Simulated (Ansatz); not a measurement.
Pulling on the P1–N2 bond in PN (multiplicity 1 held). Energies count from the point at 1.483 Å.


R- and RO- levels are restricted; in cc, def2 and unpolarised 6-31G sets they are followed outwards from rest. Unrestricted levels (U-) break spin symmetry where that is lower. Active spaces are followed from rest. Curves can end on different states.

Cores are frozen in the correlated methods.

Run with Ansatz (a program for electronic structure) with Gaussian orbitals. 

Energies in kJ/mol.

```
R (Å)  U-r2SCAN/cc-pV(T+d)Z  R-B3LYP/cc-pV(T+d)Z  U-wB97X-V/cc-pV(T+d)Z  R-CCSD(T)/cc-pV(T+d)Z  CASSCF(10,8)/cc-pV(T+d)Z  FIC-MRCISD+Q on CASSCF(10,8)/cc-pV(T+d)Z
-----  --------------------  -------------------  ---------------------  ---------------------  ------------------------  ----------------------------------------
1.186                   555                  543                    535                    581                       591                                       584
1.334                   104                   99                     92                    117                       122                                       119
1.483                     0                    0                      0                      0                         0                                         0
1.631                    53                   57                     70                     38                        35                                        36
1.779                   165                  177                    194                    137                       131                                       131
2.002                   312                  384                    349                    303                       291                                       288
2.224                   419                  575                    461                    431                       413                                       411
2.595                   518                  826                    555                    462                       503                                       514
2.965                   555                  997                    586                    121                       523                                       545
3.410                   570                 1127                    598                   -331                       527                                       554
4.003                   576                 1226                    604                   -626                       529                                       558
4.745                   578                 1286                    606                   -763                       529                                       559
5.931                   578                 1324                    606                   -838                       529                                       559
```

Doubts at one or more of the structures used: a spin-contaminated determinant (U-r2SCAN/cc-pV(T+d)Z, U-wB97X-V/cc-pV(T+d)Z); a restricted determinant that unrestricted orbitals would lower (R-B3LYP/cc-pV(T+d)Z, R-CCSD(T)/cc-pV(T+d)Z); other coupled-cluster roots lie near (R-CCSD(T)/cc-pV(T+d)Z); T1 above 0.05 (R-CCSD(T)/cc-pV(T+d)Z).
